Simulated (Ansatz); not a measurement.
System: sum formula InHCl₂, net charge 0, singlet state. 
Coordinates optimised at B3LYP-D3(BJ)/def2-TZVP (Ansatz, a program for electronic structure):
```xyz
4

Cl    -0.4276     2.0477    -0.0030
In    -0.4206    -0.2862    -0.0123
Cl     1.7472    -1.1496     0.0416
H     -1.8249    -1.2420    -0.0534
```

Basis-set convergence of Hartree-Fock and CCSD(T) correlation energies (hartree) with Ansatz. Valence correlation only, unless marked. Spin-orbit coupling is left out. The frozen core is the preceding noble-gas configuration, with the filled d and f shells of earlier blocks. In def2 rows, elements after Kr have scalar-relativistic effective core potentials.

```json
[
 {"basis": "def2-SVP", "functions": "67", "E(HF)": "-1108.60011", "E(corr, CCSD(T))": "-0.35535"},
 {"basis": "def2-TZVPP", "functions": "148", "E(HF)": "-1108.92449", "E(corr, CCSD(T))": "-0.50129"},
 {"basis": "def2-QZVPP", "functions": "252", "E(HF)": "-1108.95149", "E(corr, CCSD(T))": "-0.54703"}
]
```

Extrapolating the two largest sets (X = 3 and 4) as X^-3: E(corr) = (64·(-0.54703) - 27·(-0.50129))/37 = -0.5804 Eh, an estimate of the basis-set limit. The largest set recovers 94.2 % of it, the smallest 61.2 %.
